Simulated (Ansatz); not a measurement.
Consider the redistribution: `[NH2][Hf]([NH2])([F])[Cl]` + `[GeH3][Br]` → `[NH2][Hf]([F])([Cl])[Br]` + `[NH2][GeH3]`.

Gas-phase electronic energies from Ansatz, PBE0-D4/def2-TZVP geometries. CCSD(T)/CBS adds triple-zeta CCSD(T) − MP2 to the extrapolated MP2 energy (def2 sets, frozen cores). DFT in def2-TZVPP. def2 core potentials past Kr. For Br, Ge, Hf outer-core shells are correlated without core-valence functions, which leaves a few kJ/mol of doubt a bond. Scalar relativity is left out up to krypton. Each species was taken in one conformer, which may not be the lowest.

`[NH2][Hf]([NH2])([F])[Cl]`:

Cartesian coordinates in Å:
```
N -0.672 1.335 0.798
Hf -0.518 -0.347 -0.302
N 1.460 -0.727 -0.463
F -1.239 -0.052 -2.046
Cl -1.578 -2.165 0.792
H -0.875 2.261 0.448
H -0.646 1.369 1.809
H 2.202 -0.205 -0.020
H 1.867 -1.469 -1.016
```

`[GeH3][Br]`:

```xyz
5

Ge    0.038   -0.166    0.085
Br   -0.419    1.850   -0.944
H    -1.184   -0.527    0.935
H     1.286    0.038    0.948
H     0.279   -1.195   -1.024
```

`[NH2][Hf]([F])([Cl])[Br]`:

Z-matrix (Å, degrees):
```
Hf
F 1 1.890
Cl 1 2.346 2 112.4
N 1 1.998 2 105.4 3 -118.3
Br 1 2.508 2 111.4 3 123.4
H 4 1.011 1 125.8 2 174.3
H 4 1.011 1 125.1 2 -5.6
```

`[NH2][GeH3]`:

Cartesian coordinates in Å:
```
N -0.794 -0.528 0.664
Ge 0.530 0.147 -0.426
H -0.724 -0.221 1.625
H -1.729 -0.324 0.338
H 0.305 -0.451 -1.823
H 0.542 1.691 -0.541
H 1.871 -0.314 0.163
```

Q: Is it downhill or uphill in electronic energy at CCSD(T)/CBS, and by how much? (Best estimate.)

A: The calculation gave: Downhill: ΔE = -17.5 kJ/mol.

Q: What do these levels give: LDA (SPW92), revPBE-D4, CAM-B3LYP-D4, ωB97M-V, r2SCAN, r2SCANh, CAM-B3LYP, LC-ωPBE, HF/def2-TZVPP, MP2/def2-TZVPP, HF/CBS(def2), MP2/CBS(def2)? (Best estimate.)

A: The calculation gave: LDA (SPW92) -13.1, revPBE-D4 -11.5, CAM-B3LYP-D4 -11.8, ωB97M-V -12.7, r2SCAN -15.3, r2SCANh -15.4, CAM-B3LYP -11.5, LC-ωPBE -13.1, HF/def2-TZVPP -17.4, MP2/def2-TZVPP -21.2, HF/CBS(def2) -17.4, MP2/CBS(def2) -19.8 kJ/mol.

Largest T1 diagnostic among the species: 0.014.

Leaving LDA and LC-ωPBE aside and taking each functional with its dispersion term where it has one, the values, not all of them listed here, spread over 9.5 kJ/mol, from PBE-QIDH to BLYP-D4. From BLYP to BHLYP (50 % exact exchange), in def2-TZVPP and without D4, ΔE moves by −5.0 kJ/mol.
